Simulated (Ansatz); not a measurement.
Cost and result up the ladder for In(H2S)Cl3 (InH2SCl3) (7 atoms). The state is a singlet with charge 0. Geometry: B3LYP-D4/def2-SVP.

```csv
atom,x (Å),y (Å),z (Å)
In1,-0.1702,-1.1052,-0.1309
S2,-0.2664,1.5714,0.6683
H3,1.0817,1.6474,0.7847
H4,-0.2419,2.0160,-0.6117
Cl5,0.3741,-2.0779,1.9430
Cl6,1.5824,-0.7525,-1.6782
Cl7,-2.3596,-1.2993,-0.9752
```

Ansatz on 4 threads of Arm Neoverse V1 on a shared host. Times are rough, and most runs start from the orbitals of an earlier one. ωB97M-V/def2-TZVPD serves as the yardstick here, not as an exact answer. Differences are given only for rows in sets of like size (and for xTB, whose basis is part of the method), since another set adds its own error. Binding counts from free atoms at the same level (In doublet, S triplet, H doublet, Cl doublet; other spins of the atoms weren't run), without zero-point energy or a counterpoise term.

In the def2 sets In takes a core potential; there is no spin–orbit coupling. Correlated methods freeze 24 core orbitals; core or outer-core shells of In are correlated, in sets that lack core-valence functions.

Correlated methods converge slowly with the basis.

```json
{"level": "PBE-D4/def2-SVP", "functions": "108", "wall time": "1 s", "binding energy per atom (eV)": "2.71", "difference from ωB97M-V/def2-TZVPD (eV)": "–"}
{"level": "LDA (SPW92)/def2-TZVP", "functions": "210", "wall time": "1.3 s", "binding energy per atom (eV)": "3.09", "difference from ωB97M-V/def2-TZVPD (eV)": "0.37"}
{"level": "PBE0-D4/def2-SVP", "functions": "108", "wall time": "1.6 s", "binding energy per atom (eV)": "2.67", "difference from ωB97M-V/def2-TZVPD (eV)": "–"}
{"level": "PBE-D4/def2-TZVP", "functions": "210", "wall time": "2.2 s", "binding energy per atom (eV)": "2.71", "difference from ωB97M-V/def2-TZVPD (eV)": "0.00"}
{"level": "PBE-D4/def2-TZVPD", "functions": "258", "wall time": "3.5 s", "binding energy per atom (eV)": "2.71", "difference from ωB97M-V/def2-TZVPD (eV)": "-0.01"}
{"level": "PBE0-D4/def2-TZVP", "functions": "210", "wall time": "4 s", "binding energy per atom (eV)": "2.68", "difference from ωB97M-V/def2-TZVPD (eV)": "-0.03"}
{"level": "r2SCAN-D4/def2-TZVP (with forces)", "functions": "210", "wall time": "5.5 s", "binding energy per atom (eV)": "2.72", "difference from ωB97M-V/def2-TZVPD (eV)": "0.01"}
{"level": "r2SCAN0-D4/def2-TZVP", "functions": "210", "wall time": "6.5 s", "binding energy per atom (eV)": "2.67", "difference from ωB97M-V/def2-TZVPD (eV)": "-0.05"}
{"level": "PBE0-D4/def2-TZVPD", "functions": "258", "wall time": "6.5 s", "binding energy per atom (eV)": "2.68", "difference from ωB97M-V/def2-TZVPD (eV)": "-0.04"}
{"level": "ωB97M-V/def2-TZVP", "functions": "210", "wall time": "11 s", "binding energy per atom (eV)": "2.72", "difference from ωB97M-V/def2-TZVPD (eV)": "0.00"}
{"level": "ωB97M-V/def2-TZVPD", "functions": "258", "wall time": "16 s", "binding energy per atom (eV)": "2.72", "difference from ωB97M-V/def2-TZVPD (eV)": "0.00"}
{"level": "CCSD(T)/def2-TZVP", "functions": "210", "wall time": "1.9 min", "binding energy per atom (eV)": "2.58", "difference from ωB97M-V/def2-TZVPD (eV)": "-0.13"}
```
